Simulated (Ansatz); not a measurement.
Reaction (isomerisation): `CC[SiH](O)O` → `CC(O)O[SiH3]`

Program: Ansatz. Geometries: PBE0-D4/def2-TZVP. ΔE: electronic, gas phase. CCSD(T)/CBS adds triple-zeta CCSD(T) − MP2 to the extrapolated MP2 energy (def2 sets, frozen cores). DFT in def2-TZVPP. Each species was taken in one conformer, which may not be the lowest.

`CC[SiH](O)O`:

Z-matrix (Å, degrees):
```
C
C 1 1.527
H 1 1.093 2 111.6
H 1 1.092 2 111.1 3 120.4
H 1 1.094 2 111.4 3 -120.0
Si 2 1.859 1 113.7 3 179.2
H 2 1.096 1 110.7 3 57.7
H 2 1.097 1 110.2 3 -59.2
O 6 1.648 2 105.3 1 59.4
O 6 1.646 2 112.8 1 -177.9
H 6 1.485 2 112.8 1 -61.2
H 9 0.958 6 117.5 2 -173.1
H 10 0.958 6 117.5 2 -55.6
```

`CC(O)O[SiH3]`:

```xyz
13

C    -0.430   -0.448    1.522
C     0.484    0.299    0.586
O     0.939    1.432    1.249
O    -0.196    0.704   -0.584
Si   -0.370   -0.225   -1.930
H    -1.270    0.195    1.791
H     0.109   -0.728    2.428
H    -0.810   -1.352    1.045
H     1.336   -0.336    0.286
H     1.470    1.945    0.633
H     0.947   -0.795   -2.331
H    -1.313   -1.355   -1.708
H    -0.896    0.666   -2.988
```

| level | ΔE (eV) |
| --- | --- |
| r2SCAN-D4 | 2.44 |
| ωB97X-V | 2.35 |
| r2SCAN | 2.44 |
| SCS-MP2/def2-QZVPP | 2.51 |

What does CCSD(T)/CBS give? (An estimate is asked.)

Computed: +2.50 eV. The listed levels differ from it by -0.06, -0.15, -0.06, 0.01 eV.

Largest T1 diagnostic among the species: 0.011.

In def2-TZVPP, CCSD(T) changes the Hartree–Fock value by +0.11 eV (the triples alone add −0.01 eV) and MP2 by +0.24 eV. From PBE to PBE0 (25 % exact exchange), in def2-TZVPP and without D4, ΔE moves by +0.06 eV.
